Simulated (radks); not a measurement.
Values are calculated unless marked as measured or tabulated.
Yb V, configuration [Kr] 4d10 4f14 5s2 5p(up 2, down 2) (spins set by hand, not the high-spin state). Code: a radial shooting solver on a logarithmic mesh with Libxc functionals. Model: scalar-relativistic Kohn-Sham, PBEsol, spin-polarised, spherical densities, finite nucleus; Fermi nuclear charge, rms radius 5.3108 fm. Some entries of the table are withheld. Estimate them.

orbital  occ.  eigenvalue (Ry)  r(max) (bohr)  <1/r> (bohr^-1)
1s          2        -4501.806        0.01238            80.59
2s          2        -765.5649        0.07061            18.79
2p          6        -675.3359        0.05756            17.26
3s          2        -175.0719         0.1995            6.943
3p          6              (1)         0.1966            6.464
3d         10              (2)         0.1602            6.123
4s          2        -37.08342         0.4553            2.933
4p          6        -28.15711         0.4766            2.675
4d         10        -16.39913         0.4914            2.363
5s          2         -7.33931          1.064            1.121
5p          4         -5.21426          1.209           0.9494
4f         14         -3.53817         0.4840            1.766

Answer. 
(1) 3p eigenvalue (Ry): -147.8620
(2) 3d eigenvalue (Ry): -114.6861
